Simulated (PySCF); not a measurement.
C₆H₆OSe, SMILES Oc1ccccc1[SeH], GFN2-xTB optimised geometry. Atoms within 1.6 Å of the plane z = 0.0 Å (x, y, z in Å): O1 (-1.34, -1.64, 0.00), C2 (-0.70, -0.43, 0.00), C3 (-1.38, 0.77, 0.00), C4 (-0.69, 1.97, 0.00), C5 (0.70, 1.97, 0.00), C6 (1.38, 0.77, 0.00), C7 (0.69, -0.43, 0.00), Se8 (1.65, -2.09, 0.00), H9 (-2.30, -1.50, 0.00), H10 (-2.47, 0.77, 0.00), H11 (-1.23, 2.90, 0.00), H12 (1.24, 2.90, 0.00), H13 (2.47, 0.75, 0.00), H14 (0.47, -2.90, 0.00).

Level of theory: PySCF with PBE0/def2-TZVP. Cells within 0.4 Å of a nucleus heavier than hydrogen are left out (blank, or x).

Map of the electron localisation function on the plane z = 0.0 Å:

```
|0000000000000000000000000|
|0000000000000000000000000|
|0000000277400037720000000|
|0000002899910189992000000|
|0000005999930399995000000|
|0000002999951599993000000|
|0000000499956589940000000|
|0000000036xx9xx5400000000|
|0001574248x282x8424650000|
|0005999857953487589995000|
|00079999xx42025xx99997000|
|000699993x83148x399995000|
|0001577459647468547740000|
|0000000024xx9xx5300000000|
|0000013347348438521000000|
|000048997x722587446520000|
|00006899xx720241517752000|
|000035767882053xx56862000|
|0000001268606981617862000|
|0000000034009996367741000|
|0000000000029996345310000|
|0000000000029983111000000|
|0000000000004520000000000|
|0000000000000000000000000|
|0000000000000000000000000|
```
Scale: ten equal steps from 0.000 (start of '0') to 1.000 (end of '9'), in the order '0123456789'; x runs from -5.00 to 5.00, y from -5.00 (bottom) to 5.00 (top).
